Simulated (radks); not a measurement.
Values are calculated unless marked as measured or tabulated.
Effect of the nuclear size on the zinc ion Zn+, [Ar] 3d10 4s1. Code: a radial shooting solver on a logarithmic mesh with Libxc functionals. Model: Dirac Kohn-Sham, exchange-only LDA, spin-unpolarised, spherical densities, finite nucleus; Fermi nuclear charge, rms radius 3.9283 fm. The rms radius is varied about that value; shifts are against it.

| rms radius (fm) | total energy shift (eV) | density at nucleus (e/bohr^3) | 1s1/2 shift (meV) | 2s1/2 shift (meV) | 3s1/2 shift (meV) |
|---|---|---|---|---|---|
| 3.4373 | -0.0546 | 2.513e+04 | -23.3 | -2.22 | -0.330 |
| 3.7869 | -0.0164 | 2.499e+04 | -7.00 | -0.668 | -0.099 |
| 3.9283 | 0 | 2.494e+04 | 0.000 | 0.000 | 0.000 |
| 4.1169 | 0.0228 | 2.488e+04 | 9.71 | 0.927 | 0.138 |
| 4.7454 | 0.106 | 2.468e+04 | 45.2 | 4.31 | 0.641 |

Slopes of the eigenvalues against <r^2> in GHz/fm^2, as finite differences over the two radii next to the reference (eigenvalue slopes, not the field-shift constants of lines): 1s1/2 1550, 2s1/2 148, 3s1/2 22.0.
